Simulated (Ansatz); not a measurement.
The same atomization along the group Al, Ga, In.

Gas-phase electronic energies from Ansatz, PBE0-D4/def2-TZVP geometries. CCSD(T)/CBS is the MP2 limit (def2-TZVPP, def2-QZVPP) plus CCSD(T) − MP2 in def2-TZVPP, frozen cores. This one scheme is used for every species, atoms too. For atomizations the MP2-based limit and the directly extrapolated one differ by several kJ/mol either way, and by 10 to 25 for some Ge, Se and Sn compounds, so smaller differences from it don't rank the levels. Functionals use def2-TZVPP. No spin–orbit coupling; open shells (•) take unrestricted orbitals. Spin–orbit coupling would lower the free atoms: a little for Al, O; clearly for Br, Ga; strongly for In. Elements past krypton have def2 core potentials. For Br, Ga, In outer-core shells are correlated without core-valence functions, so the limit isn't a true one: a few kJ/mol of doubt a bond, and 10 to 20 or more in all where bonds break to atoms. Scalar relativity is left out up to krypton. Each species was taken in one conformer, which may not be the lowest.

| reaction | MP2/CBS(def2) (eV) | r2SCAN-D4 (eV) | HF/CBS(def2) (eV) | B97M-V (eV) |
| --- | --- | --- | --- | --- |
| `[NH2][Al]([OH])[Br]` → Br• + Al• + 3 H• + N• + O• | 26.55 | 25.60 | 17.88 | 25.53 |
| `[NH2][Ga]([OH])[Br]` → Br• + Ga• + 3 H• + N• + O• | 24.23 | 23.28 | 15.48 | 23.08 |
| `[NH2][In]([OH])[Br]` → Br• + In• + 3 H• + N• + O• | 22.58 | 21.66 | 13.86 | 21.57 |

Question: Give the CCSD(T)/CBS values in the same order. (Best estimate.)

Answer: Ansatz gave: 25.80, 23.52, 22.03 eV.

Largest T1 diagnostic: 0.018, for Al•.
